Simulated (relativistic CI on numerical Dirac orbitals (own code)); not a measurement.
## Hyperfine structure of Pm53+, mass number 147

Calculated at this level of theory: Dirac-Coulomb-Breit CI, KLI orbitals optimised for each configuration, a model potential for QED, unscaled Slater integrals (own radial code, finite nucleus).

Configuration list (outside the closed core 1s2): 2s2 2p4, 2s 2p5, 2p6, 2p5 3s, 2p5 3p, 2p5 3d, 2s2 2p3 3s, 2s2 2p3 3p, 2s2 2p3 3d, 2s 2p4 3s, 2s 2p4 3p, 2s 2p4 3d, 2s2 2p3 4s, 2s2 2p3 4p, 2s2 2p3 4d, 2s2 2p3 4f. Levels of other configurations are missing.

Nuclear spin I = 7/2, μ = 2.58 μN, Q = 0.74 b (tables of Stone and Pyykkö). The electronic factors are computed for point nuclear moments, without core polarisation or the Bohr-Weisskopf and QED corrections.

| Level | E (Ry) | A (GHz) | B (GHz) |
| --- | --- | --- | --- |
| 2s2 2p4 3P_2 | 0.000 | 323.1 | 54.9 |
| 2s2 2p4 3P_1 | 42.580 | -179.3 | -313 |
| 2s2 2p4 1D_2 | 43.900 | 837.1 | -683 |
| 2s 2p5 3P°_2 | 65.207 | 2097 | -625 |
| 2s 2p5 1P°_1 | 69.938 | -1417 | -224 |
| 2s 2p5 3P°_1 | 110.992 | 4851 | -89.1 |

Levels with J = 0, under 50 % of one LS term, or S terms without an open s electron are left out. Small factors come from cancelling terms and can be off by tens of per cent or more.

At this charge energies of transitions that change n are usually good to better than 1 %, and those within a shell (Δn = 0) to a few per cent.

Task: Give the hyperfine levels of 2s2 2p4 3P_2 relative to its centre of gravity.

Result: With K = F(F + 1) − I(I + 1) − J(J + 1), E = AK/2 + B[¾K(K + 1) − I(I + 1)J(J + 1)]/[2I(2I − 1)J(2J − 1)]: F = 3/2: -2878, F = 5/2: -2095, F = 7/2: -985, F = 9/2: 466, F = 11/2: 2275 GHz.

LS names give the leading component of a level, which can be under half, so a name can repeat, a term be missing and a line seem to break the LS rules.
